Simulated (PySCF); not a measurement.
Structure problem from calculated spectra and properties.

Formula: C3H10FNSi3.

* NMR, other nuclei: isotropic shieldings of nuclei other than C and H, by class: 236 (1 N), 387 (1 F), 378 (1 Si), 403 (1 Si), 408 (1 Si) ppm [GIAO PBE0/pcSseg-1]
* 13C NMR: chemical shifts (computed TMS as zero) by class: 119.2 (1 C), 88.5 (1 C), 34.3 (1 C) ppm [GIAO PBE0/pcSseg-1]
* Dipole: 1.81 D [PBE0/pcSseg-1]
* 1H NMR: chemical shifts (computed TMS as zero) by class: 5.23 (1 H), 5.18 (1 H), 4.68 (3 H), 4.04 (3 H), 3.18 (1 H), 0.00 (1 H) ppm [GIAO PBE0/pcSseg-1]
* Rotational structure: rotational constants A, B, C: 1.355, 0.527, 0.412 GHz [GFN2-xTB]

The electronic properties come from PySCF, for the isolated species, density fitting. Levels stand in brackets. One conformer (not necessarily the lowest) at the GFN2-xTB geometry, without solvent, vibrations or thermal averaging. Each NMR value is the plain mean over a class of atoms that symmetry, rotation or inversion makes alike.

Question: Give a SMILES that accounts for the data.

Answer: Numbering: `[F:1][SiH2:2][C:3]#[C:4][C@H:5]([SiH3:6])[NH:7][SiH3:8]`. Its formula, C3H10FNSi3, gives 2 degrees of unsaturation: 0 rings and 2 π bonds in the structure found. 3 carbons fall into 3 classes; from least to most shielded: alkyne carbon [C4] (119.2 ppm), alkyne carbon [C3] (88.5 ppm), sp3 carbon bound to nitrogen [C5] (34.3 ppm). Hydrogen classes from least to most shielded: 1 H on a fluorine-bound silicon, Si2 (5.23 ppm), 1 H on a fluorine-bound silicon, Si2 (5.18 ppm), 3 H on an SiH3 silicon, Si8 (4.68 ppm), 3 H on an SiH3 silicon, Si6 (4.04 ppm), 1 H on an sp3 carbon bound to nitrogen, C5 (3.18 ppm), 1 H on a silicon-bound nitrogen, N7 (0.00 ppm). The other shieldings belong to: 236 ppm, silicon-bound nitrogen [N7]; 387 ppm, silicon-bound fluorine [F1]; 378 ppm, fluorine-bound silicon [Si2]; 403 ppm, SiH3 silicon [Si8]; 408 ppm, SiH3 silicon [Si6]. The optimised geometry has point group C1 and is an asymmetric top. Structure: `F[SiH2]C#C[C@H]([SiH3])N[SiH3]`. Computed isomers that give other values at the same levels: `N#C[SiH2]C[C@H]([SiH3])[SiH2]F` (13C chemical shifts (computed TMS as zero) by class: 124.5 (1 C), 12.7 (1 C), 8.7 (1 C) ppm). The assignments are read from this structure; whether some other isomer fits the data as well wasn't checked. The mirror image fits equally.

Conformer computed: `[F:1][SiH2:2][C:3]#[C:4][C@H:5]([SiH3:6])[NH:7][SiH3:8]`: C4–C5–N7–Si8 -81°.
